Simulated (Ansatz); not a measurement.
Start from `BOC(C)F` and change one atom or group to get `CCF`.

Ansatz, PBE0-D4/def2-TZVP geometries, multiplicity 1. Each molecule was computed in one conformer, which needn't be the lowest.

```
                                          property  `BOC(C)F`
               HOMO energy (B3LYP/def2-TZVPP) / eV      -8.77
  size of the dipole moment (B3LYP/def2-TZVPP) / D       1.95
               HOMO–LUMO gap (PBE/def2-TZVPP) / eV       5.74
size of the dipole moment (ωB97M-V/def2-TZVPP) / D       1.95
    size of the dipole moment (PBE/def2-TZVPP) / D       1.88
             HOMO–LUMO gap (B3LYP/def2-TZVPP) / eV       7.82
```

(1) Give the same properties after the change, and the shifts. (Estimate.)

Answers

(1) Computed: 
| property | `CCF` | shift |
| --- | --- | --- |
| HOMO energy (B3LYP/def2-TZVPP) / eV | -9.14 | -0.37 |
| size of the dipole moment (B3LYP/def2-TZVPP) / D | 1.87 | -0.08 |
| HOMO–LUMO gap (PBE/def2-TZVPP) / eV | 8.28 | 2.54 |
| size of the dipole moment (ωB97M-V/def2-TZVPP) / D | 1.87 | -0.08 |
| size of the dipole moment (PBE/def2-TZVPP) / D | 1.75 | -0.13 |
| HOMO–LUMO gap (B3LYP/def2-TZVPP) / eV | 10.21 | 2.39 |

With PBE0 the HOMO falls by 0.39 eV and the LUMO rises by 2.13 eV, so the gap widens by about 2.52 eV. PBE moves the HOMO by -0.19 eV and ωB97M-V by -0.42 eV. Dipoles are sizes alone; their direction can turn.

B3LYP here is the variant with VWN-RPA as its local correlation; programs differ in this.
